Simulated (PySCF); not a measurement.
C2H5ClFNSi. Atoms are numbered in the order given.

```xyz
11

N     -2.0798     0.5776    -1.0163
Si    -0.7541    -0.4291    -0.5901
Cl    -0.7528    -1.0984     1.4087
C      0.8165     0.5251    -0.8266
C      1.7448     0.6642     0.1255
F      2.8730     1.3571    -0.0593
H     -3.0083     0.1743    -1.1230
H     -2.1377     1.5200    -0.6355
H     -0.8581    -1.6552    -1.4125
H      1.0089     1.0060    -1.7935
H      1.6833     0.2407     1.1327
```

The structure is a stationary point at TPSSh-D3(BJ)/def2-SVP. The structure was generated by enumeration; whether it is a known compound was not checked. One conformer was computed; it need not be the lowest.

Level of theory: HF/pcSseg-1 in PySCF.

GIAO shieldings, no solvent; atoms listed in one row are averaged. δ = σ(ref) − σ: ¹⁵N against NH3 (σ = 267.3 ppm); ²⁹Si against TMS (σ = 393.8 ppm); ³⁵Cl against HCl (σ = 958.2 ppm); ¹³C against TMS (σ = 192.6 ppm); ¹⁹F against CFCl3 (σ = 238.5 ppm); ¹H against TMS (σ = 31.99 ppm), references at their B3LYP-D3(BJ)/def2-TZVP geometries, non-relativistic (without spin–orbit terms, shifts of atoms bonded to Cl or Br come out too high).

Computed chemical shifts:
| nucleus | atoms | count | δ (ppm) |
|---|---|---|---|
| ¹⁵N | N1 | 1 | 31.0 |
| ²⁹Si | Si2 | 1 | -15.5 |
| ³⁵Cl | Cl3 | 1 | 5.5 |
| ¹³C | C5 | 1 | 176.6 |
| ¹³C | C4 | 1 | 104.5 |
| ¹⁹F | F6 | 1 | -63.5 |
| ¹H | H11 | 1 | 7.33 |
| ¹H | H10 | 1 | 5.56 |
| ¹H | H9 | 1 | 5.08 |
| ¹H | H7 | 1 | 1.74 |
| ¹H | H8 | 1 | 1.56 |
